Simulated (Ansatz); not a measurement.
Species: MgCl, net charge 0, doublet state. 
Structure (B3LYP-D3(BJ)/def2-TZVP (Ansatz, a first-principles code) minimum search):
```
Mg
Cl 1 2.2211
```
Charge 0, spin multiplicity 2.

Basis-set convergence of Hartree-Fock and CCSD(T) correlation energies (hartree) with Ansatz. Valence correlation only, unless marked. Open shells are spin-unrestricted. Spin-orbit coupling is left out. Non-relativistic.

| basis | functions | E(HF) | E(corr, CCSD(T)) |
|---|---|---|---|
| def2-SVPD | 48 | -658.96845 | -0.17524 |
| def2-TZVPPD | 86 | -659.18941 | -0.23330 |
| def2-QZVPPD | 142 | -659.21064 | -0.25532 |

Extrapolating the two largest sets (X = 3 and 4) as X^-3: E(corr) = (64·(-0.25532) - 27·(-0.23330))/37 = -0.2714 Eh, an estimate of the basis-set limit. The largest set recovers 94.1 % of it, the smallest 64.6 %.
